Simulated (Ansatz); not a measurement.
A calculation with Ansatz (development build ahead of 0.2.0).

```yaml
crystal:
  periodic: [false, false, false]
  atoms:
    - { symbol: C, position_ang: [1.4, 0.0, 0.0] }
    - { symbol: C, position_ang: [0.7, 1.21244, 0.0] }
    - { symbol: C, position_ang: [-0.7, 1.21244, 0.0] }
    - { symbol: C, position_ang: [-1.4, 0.0, 0.0] }
    - { symbol: C, position_ang: [-0.7, -1.21244, 0.0] }
    - { symbol: C, position_ang: [0.7, -1.21244, 0.0] }
    - { symbol: O, position_ang: [2.65, 0.0, 0.0] }
    - { symbol: H, position_ang: [1.2425, 2.15207, 0.0] }
    - { symbol: H, position_ang: [-1.2425, 2.15207, 0.0] }
    - { symbol: O, position_ang: [-2.65, 0.0, 0.0] }
    - { symbol: H, position_ang: [-1.2425, -2.15207, 0.0] }
    - { symbol: H, position_ang: [1.2425, -2.15207, 0.0] }
basis:
  gaussian: { orbitals: def2-TZVP }
magnetization:
  spin_polarized: true
hamiltonian:
  xc: hf
```

The input is written out in the form of the current development build from the run's settings.

The run gave:

```
Converged                       : yes
Total energy                    : -379.38079 hartree
Spin squared of the determinant : 1.396
Stability test                  : minimum
```

Caution: the unrestricted determinant is a mixture of spin states.
